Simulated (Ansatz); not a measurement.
CH₆AlNSi (`C[N]1[AlH][SiH2]1`). The species carries charge 0 and has multiplicity 1.

```xyz
10

C     1.390    0.288    0.228
N    -0.016   -0.026    0.253
Al   -1.475   -0.427    1.179
Si   -1.170   -0.167   -1.079
H     1.813    0.286    1.237
H     1.573    1.278   -0.207
H     1.953   -0.439   -0.369
H    -1.832   -0.636    2.704
H    -0.860   -1.241   -2.072
H    -1.375    1.083   -1.874
```

List the harmonic frequencies (cm⁻¹, unscaled) at PBE0-D4/def2-TZVP in Ansatz. (An estimate is asked.)

Ansatz gave: 122, 226, 233, 410, 430, 448, 478, 616, 643, 701, 779, 986, 1129, 1160, 1253, 1445, 1487, 1492, 1939, 2163, 2164, 3008, 3061, 3093.

Is this a minimum?

Yes, all 24 modes are real.

Give the ideal-gas thermochemistry at 298.15 K and 1 bar (rigid rotor, harmonic oscillator; point group Cs, symmetry number 1).

Zero-point energy 176.2 kJ/mol; H(298) − E = 195.1 kJ/mol; entropy 322.6 J/(mol·K), of which translation 164.6, rotation 108.9, vibration 49.1; G(298) − E = 98.9 kJ/mol.

And at 400, 500, 600, 800 and 1000 K?


```
T (K)  H − E (kJ/mol)  S (J/mol/K)  G − E (kJ/mol)
  400           206.3        354.6            64.4
  500           219.0        382.9            27.5
  600           233.2        408.7           -12.1
  800           265.0        454.3           -98.5
 1000           300.3        493.6          -193.4
```

Rotational constants (cm⁻¹)?

0.1828, 0.1509, 0.08643.
